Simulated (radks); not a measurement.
All-electron atom: Se4+ in [Ar] 3d10 4s2. Method: scalar-relativistic Kohn-Sham, LB94 model potential, spin-polarised, spherical densities, finite nucleus; Fermi nuclear charge, rms radius 4.14 fm; computed with a radial shooting solver on a logarithmic mesh with Libxc functionals.

Normalised radial functions P(r) = r R(r), r in bohr:

r              3s       4p
0.001475   0.0759   0.0004
0.002183   0.1082   0.0009
0.00323    0.1524   0.0019
0.004781   0.2107   0.0039
0.007075   0.2831   0.0079
0.01047    0.3639   0.0160
0.01562    0.4364   0.0319
0.02312    0.4592   0.0604
0.03421    0.3721   0.1077
0.05063    0.1107   0.1750
0.07494   -0.3203   0.2446
0.1109    -0.7269   0.2633
0.1641    -0.6998   0.1483
0.2429     0.0514  -0.1286
0.3595     1.0939  -0.4009
0.532      1.4664  -0.3536
0.7936     0.9320   0.1388
1.175      0.2911   0.7047
1.738      0.0370   0.8312
2.572      0.0014   0.4671
3.807      0.0000   0.1070
5.634      0.0000   0.0070

3s: eigenvalue -276.09 eV, 2 radial nodes at r = 0.0567, 0.238 bohr, <r> = 0.575 bohr, 90 % of the charge inside 0.857 bohr. 4p (empty): eigenvalue -56.409 eV, 2 radial nodes at r = 0.207, 0.725 bohr, <r> = 1.75 bohr, 90 % of the charge inside 2.56 bohr.
